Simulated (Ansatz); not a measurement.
Basis-set series for `F[CH]1[GaH][Se]1`. Charge 0, multiplicity 1. All single points use the PBE0-D4/def2-TZVP geometry.

```
functional       basis  functions  energy (Eh)  HOMO (eV)  LUMO (eV)
   PBE0-D4    def2-SVP        102  -4464.21384      -6.81      -1.71
   PBE0-D4  def2-TZVPP        186  -4464.92308      -6.85      -1.79
   ωB97M-V    def2-SVP        102  -4464.60452      -8.85       0.03
   ωB97M-V  def2-TZVPP        186  -4465.31501      -8.91      -0.09
```

Q: Give the rows for def2-QZVPP. (An estimate is asked.)

A: Ansatz gave: 
```json
{"functional": "PBE0-D4", "basis": "def2-QZVPP", "functions": "352", "energy (Eh)": "-4465.02405", "HOMO (eV)": "-6.87", "LUMO (eV)": "-1.83"}
{"functional": "ωB97M-V", "basis": "def2-QZVPP", "functions": "352", "energy (Eh)": "-4465.41266", "HOMO (eV)": "-8.94", "LUMO (eV)": "-0.21"}
```

Scalar relativity is left out up to krypton.
